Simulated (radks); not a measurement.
Tl I, configuration [Xe] 4f14 5d8 6s2 6p3 (not the ground configuration).

Calculated with a radial shooting solver on a logarithmic mesh with Libxc functionals: scalar-relativistic Kohn-Sham, LDA (Slater exchange, Perdew-Wang correlation), spin-polarised, spherical densities, point nucleus; open shells are filled with parallel spins first (spin-orbit coupling, left out, can overturn this in heavy ions).

Energy parts (hartree):
| part | energy |
|---|---|
| total | -20233.8547 |
| kinetic | 22792.6123 |
| electron-nucleus | -50448.6023 |
| Hartree | 7789.0006 |
| exchange-correlation | -366.8653 |

Orbitals (lengths in bohr, moments of r in powers of bohr; <r^-3> diverges for s and p1/2):
orbital  occ.  eigenvalue (hartree)      <r^2>  <r^-3>
1s up       1             -3145.082  0.0003690       -
1s down     1             -3145.081  0.0003690       -
2s up       1             -560.3725   0.005608       -
2s down     1             -560.3648   0.005608       -
2p up       3             -482.1403   0.004757   28130
2p down     3             -482.1333   0.004757   28130
3s up       1             -134.0577    0.03611       -
3s down     1             -134.0530    0.03611       -
3p up       3             -111.5490    0.03731    6494
3p down     3             -111.5441    0.03731    6494
3d up       5             -88.21400    0.03089   795.0
3d down     5             -88.20758    0.03089   795.0
4s up       1             -30.21386     0.1733       -
4s down     1             -30.20502     0.1733       -
4p up       3             -22.83461     0.1984    1588
4p down     3             -22.82561     0.1984    1588
4d up       5             -14.19084     0.2236   171.2
4d down     5             -14.18037     0.2234   171.3
4f up       7              -4.61770     0.2626   34.19
4f down     7              -4.60458     0.2617   34.25
5s up       1              -5.23228     0.8534       -
5s down     1              -5.18641     0.8507       -
5p up       3              -3.19328      1.122   293.9
5p down     3              -3.14042      1.118   295.7
5d up       5              -0.90372      2.014   20.35
5d down     3              -0.84230      1.999   20.55
6s up       1              -0.53172      5.782       -
6s down     1              -0.46311      5.849       -
6p up       3              -0.19166      10.95   24.73
6p down     0              -0.13064      12.42   22.48

The highest occupied level is 6p up at -5.215 eV. The density falls to 0.001 e/bohr^3 at r = 4.82 bohr.
